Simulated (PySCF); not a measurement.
# How methods differ on the interval between two levels of Ni

Ni [Ar] 3d8 4s2 [3F4, M_J = 4] → Ni [Ar] 3d7 4s2 5s1 [5F5, M_J = 5], as a difference of total energies. Calculation: PySCF 2.14, in x2c-TZVPall-2c with one added diffuse shell each of s, p, d type (7s8p5d1f, 63 functions); the two-component X2C-1e Hamiltonian. Correlated levels: [Ne] frozen; the 6 highest virtual spinors dropped. "Screened" scales the spin-orbit matrix elements by Boettger's factors to mimic the two-electron term; Breit and QED terms are absent.

```csv
method,interval between two levels (cm⁻¹)
GHF (spin-free),72021
GMP2 (spin-free),89377
GHF (screened spin-orbit),71878
GMP2 (screened spin-orbit),89234
```

The labels give the starting determinants; with spin-orbit coupling the two ends relaxed to ⟨J²⟩ = 20.01, ⟨L²⟩ = 12.01, ⟨S²⟩ = 2.00 and ⟨J²⟩ = 30.01, ⟨L²⟩ = 12.03, ⟨S²⟩ = 5.99.

The promoted electron is Rydberg-like, and one or two diffuse shells describe it only roughly, which tends to raise the upper state.
